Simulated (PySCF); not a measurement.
C3H14N2Si3.
Structure used (GFN2-xTB), in Å, numbered top down from 1:
```xyz
22
C3H14N2Si3 angstrom
C      3.003    2.063   -0.509
N      2.846    0.828   -0.455
Si     2.292   -0.242    0.778
N      0.719   -0.788    0.257
Si     0.462   -2.396   -0.363
Si    -0.501    0.447    0.144
C     -2.222   -0.299   -0.108
C     -3.289    0.782   -0.203
H      2.857    2.749    0.331
H      3.320    2.520   -1.445
H      3.260   -1.328    0.746
H      2.115    0.315    2.125
H      0.182   -2.354   -1.802
H      1.668   -3.175   -0.099
H     -0.673   -2.982    0.357
H     -0.473    1.219    1.397
H     -0.194    1.357   -0.973
H     -2.243   -0.903   -1.016
H     -2.469   -0.970    0.715
H     -3.080    1.452   -1.033
H     -3.312    1.375    0.708
H     -4.277    0.350   -0.354
```

Computed at PBE0/pcSseg-1 (PySCF, non-relativistic), with Q(14N) = 0.02044 b: N2, 14N (I = 1): χzz = -4.936 MHz, η = 0.822; N4, 14N (I = 1): χzz = -2.794 MHz, η = 0.102.

Q: Find the zero-field quadrupole resonance frequencies of 14N at N2.

A: From ν± = (3/4)|χ|(1 ± η/3) and ν0 = |χ|η/2: ν+ 4.716 MHz, ν− 2.688 MHz, ν0 2.027 MHz (C=N nitrogen).

Q: Where would the pure quadrupole (NQR) lines of 14N at N4 fall for the rigid, isolated species?

A: From ν± = (3/4)|χ|(1 ± η/3) and ν0 = |χ|η/2: ν+ 2.167 MHz, ν− 2.024 MHz, ν0 0.143 MHz (nitrogen bridging silicon atoms).

In a crystal, neighbours and librations shift these lines. GFN2-xTB bond lengths can be off by several hundredths of an ångström, more for odd bonds, and the gradients follow them. With so small a basis the couplings can be 20 % off.

One conformer stands for the species.
